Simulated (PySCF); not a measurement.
Record of a relaxation.

C2H6OSi.
Numbering: `[CH3:1][SiH2:2][CH:3]=[O:4]` (hydrogens: H5, H6, H7 on C1; H8, H9 on Si2; H10 on C3)

Method: PBE0-D3(BJ)/def2-SVP geometry optimisation, gas phase (PySCF 2.14.0); density fitting, grid level 1; the optimiser is geomeTRIC in internal coordinates, started from a GFN2-xTB structure with every atom displaced at random (about 0.01 Å). The frame can shift and turn from step to step; on so coarse a grid that alone can change the energy by a few meV, and forces under 0.02 eV/Å are noise.

Step 0: E = -12082.1047 eV, largest atomic force 1.893 eV/Å
```
atom  x, y, z in Å  |  force x, y, z in eV/Å
C1      1.448   -0.328    0.032   -1.354   1.297  -0.260
Si2    -0.156    0.733    0.015    0.757  -1.290   0.204
C3     -1.696   -0.432   -0.071    1.088   0.065   0.154
O4     -1.584   -1.629   -0.108   -0.158  -0.335  -0.059
H5      2.313    0.315    0.063    0.645   0.465   0.067
H6      1.495   -0.911   -0.870    0.013  -0.582  -0.720
H7      1.458   -0.976    0.883   -0.026  -0.693   0.842
H8     -0.298    1.538    1.234   -0.044   0.345   0.448
H9     -0.250    1.613   -1.140    0.033   0.529  -0.627
H10    -2.680    0.057   -0.058   -0.954   0.198  -0.048
```

Step 1: E = -12082.2104 eV, largest atomic force 0.343 eV/Å
```
atom  x, y, z in Å  |  force x, y, z in eV/Å
C1      1.214   -0.387   -0.045   -0.036   0.007   0.144
Si2    -0.315    0.695    0.085    0.129  -0.004  -0.171
C3     -1.864   -0.455    0.059   -0.312   0.140  -0.023
O4     -1.763   -1.656    0.008    0.051  -0.053   0.004
H5      2.129    0.226   -0.032   -0.009  -0.041   0.003
H6      1.203   -0.981   -0.976   -0.066   0.089   0.128
H7      1.249   -1.087    0.810    0.008   0.070  -0.145
H8     -0.384    1.517    1.338    0.056  -0.067  -0.009
H9     -0.423    1.650   -1.070   -0.034  -0.057   0.059
H10    -2.898    0.018    0.088    0.214  -0.084   0.009
```

Step 2: E = -12082.2157 eV, largest atomic force 0.101 eV/Å
```
atom  x, y, z in Å  |  force x, y, z in eV/Å
C1      1.208   -0.383   -0.039    0.023   0.019   0.058
Si2    -0.312    0.696    0.077   -0.023   0.067  -0.046
C3     -1.867   -0.451    0.054    0.047   0.080   0.010
O4     -1.742   -1.650    0.003   -0.077  -0.065  -0.007
H5      2.129    0.219   -0.027   -0.004  -0.014  -0.007
H6      1.185   -0.974   -0.967   -0.010  -0.009  -0.001
H7      1.239   -1.085    0.809   -0.007  -0.004  -0.025
H8     -0.366    1.507    1.334    0.016  -0.007   0.019
H9     -0.428    1.649   -1.073   -0.005  -0.005   0.002
H10    -2.897    0.012    0.092    0.040  -0.063  -0.004
```

Step 3: E = -12082.2156 eV, largest atomic force 0.100 eV/Å
```
atom  x, y, z in Å  |  force x, y, z in eV/Å
C1      1.209   -0.379   -0.035    0.050   0.032  -0.010
Si2    -0.310    0.699    0.073   -0.020  -0.021   0.027
C3     -1.861   -0.456    0.052   -0.061  -0.033   0.009
O4     -1.765   -1.658   -0.002    0.097   0.023  -0.007
H5      2.133    0.219   -0.025    0.008  -0.006  -0.008
H6      1.181   -0.969   -0.962    0.014  -0.038  -0.046
H7      1.237   -1.081    0.809   -0.013  -0.029   0.036
H8     -0.357    1.503    1.334   -0.021   0.006   0.011
H9     -0.432    1.652   -1.075   -0.007   0.002  -0.015
H10    -2.885    0.011    0.095   -0.046   0.064   0.002
```

Step 4: E = -12082.2167 eV, largest atomic force under 0.02 eV/Å
```
atom  x, y, z in Å  |  force x, y, z in eV/Å
C1      1.209   -0.381   -0.036    0.012   0.013  -0.006
Si2    -0.311    0.700    0.074   -0.004   0.005   0.011
C3     -1.863   -0.453    0.053    0.004  -0.006   0.004
O4     -1.751   -1.653   -0.002    0.011   0.002  -0.004
H5      2.133    0.215   -0.026    0.002  -0.004  -0.003
H6      1.181   -0.972   -0.964    0.003  -0.011  -0.009
H7      1.235   -1.084    0.809   -0.010  -0.008   0.008
H8     -0.360    1.505    1.335   -0.006   0.001   0.004
H9     -0.433    1.653   -1.075   -0.001  -0.001  -0.005
H10    -2.891    0.010    0.095   -0.011   0.008   0.001
```

Step 5: E = -12082.2168 eV, largest atomic force under 0.02 eV/Å
```
atom  x, y, z in Å  |  force x, y, z in eV/Å
C1      1.208   -0.382   -0.037    0.004   0.005  -0.004
Si2    -0.311    0.701    0.075    0.002   0.006   0.004
C3     -1.862   -0.452    0.054    0.005  -0.001  -0.001
O4     -1.747   -1.652   -0.003   -0.002  -0.001  -0.002
H5      2.134    0.212   -0.027    0.001  -0.003   0.000
H6      1.180   -0.973   -0.964   -0.001  -0.002   0.001
H7      1.231   -1.085    0.809   -0.004  -0.002   0.000
H8     -0.361    1.506    1.337   -0.001  -0.001   0.000
H9     -0.433    1.654   -1.074    0.000  -0.001  -0.001
H10    -2.891    0.009    0.096   -0.002  -0.001   0.002
```

Q: Summarise the path.

A: The energy falls by 0.1121 eV from step 0 to step 5; nine tenths of that is first reached at step 1. It never rises by more than 0.2 meV. The largest force goes from 1.893 to under 0.02 eV/Å. Among the bonds C1–Si2 changes most, from 1.924 to 1.869 Å; the atoms move by 0.054 Å rms after alignment.

Q: Follow the three bonds and two angles with the largest change from start to end.

A: 
```
step  E above end (eV)  largest force (eV/Å)  C1–Si2 (Å)  Si2–H9 (Å)  C1–H7 (Å)  Si2–C3–H10 (°)  O4–C3–H10 (°)
   0            0.1121                 1.893       1.924       1.455      1.070           116.4          121.8
   1            0.0064                 0.343       1.878       1.502      1.105           118.8          119.4
   2            0.0011                 0.101       1.868       1.498      1.101           119.3          120.2
   3            0.0012                 0.100       1.866       1.497      1.099           118.8          119.1
   4            0.0001            under 0.02       1.868       1.497      1.100           119.1          119.6
   5            0.0000            under 0.02       1.869       1.498      1.100           119.2          119.7
```

What follows is the cost of the whole optimisation. On Arm Neoverse V1, one thread, shared host with 32 logical CPUs at a one-minute load of 6.6, this took 14 s of wall time and 0.37 GiB of memory at its peak.
